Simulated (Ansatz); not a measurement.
**Counterpoise correction, worked out**

The pair of Li⁺ (SMILES [Li+], atom 1) and BCl₃ (SMILES ClB(Cl)Cl, atoms 2–5), both closed shells, in one local arrangement (a lower one may exist), relaxed at PBE0-D4/def2-TZVP:

```xyz
5
angstrom
Li 0.5618 -0.7148 -2.0091
Cl -0.6670 1.0220 -0.9295
B -0.1538 0.1956 0.5499
Cl -0.5842 0.7432 2.0889
Cl 0.8432 -1.2460 0.2998
```

Ansatz 0.2.0; basis: def2-TZVPPD; cores frozen in the correlated methods. The outer core shell of Li, Na, Mg and K is correlated.

CCSD(T) total energies in eV:

| system | geometry | basis functions | energy |
| --- | --- | --- | --- |
| pair | pair | all | -38406.15292 |
| Li⁺ | as in the pair | all (partner as ghosts) | -197.84655 |
| BCl₃ | as in the pair | all (partner as ghosts) | -38207.36406 |
| Li⁺ | as in the pair | its own | -197.84251 |
| BCl₃ | as in the pair | its own | -38207.34027 |
| Li⁺ | free (PBE0-D4 minimum) | its own | -197.84251 |
| BCl₃ | free (PBE0-D4 minimum) | its own | -38207.39775 |

(1) Work out the interaction energy with and without the counterpoise correction, the superposition error, and the binding energy from the relaxed fragments.

The T1 diagnostic stays at or below 0.012.

Answers

(1) Without correction: -38406.15292 − (-197.84251) − (-38207.34027) = -0.97014 eV.
With correction (each fragment in the whole basis): -38406.15292 − (-197.84655) − (-38207.36406) = -0.94231 eV = -21.73 kcal/mol.
The superposition error is the difference, 0.02783 eV, 3 % of the uncorrected value: each fragment borrows its partner's functions.
Deformation from the free shapes: 0.00000 eV for Li⁺ and 0.05748 eV for BCl₃.
Binding energy from relaxed fragments: -0.94231 + 0.00000 + 0.05748 = -0.88483 eV = -20.40 kcal/mol (electronic, without zero-point energy; negative means bound). For comparison, the corrected interaction energy by CCSD(T) at an estimated basis limit (MP2 extrapolated from triple and quadruple zeta, plus CCSD(T) − MP2 in triple zeta) is -1.011 eV; triple zeta with the correction binds less.

For scale, one of the runs: CCSD(T)/def2-TZVPPD, 212 basis functions, launched by `ansatz run in.yaml --threads 4 --pin off --events-out ev --progress --plain --max-ram 9574MiB`. Time: 16 s of wall clock on 4 CPU threads of an Arm Neoverse V2; the host was shared. Peak host memory: 1.9 GiB.
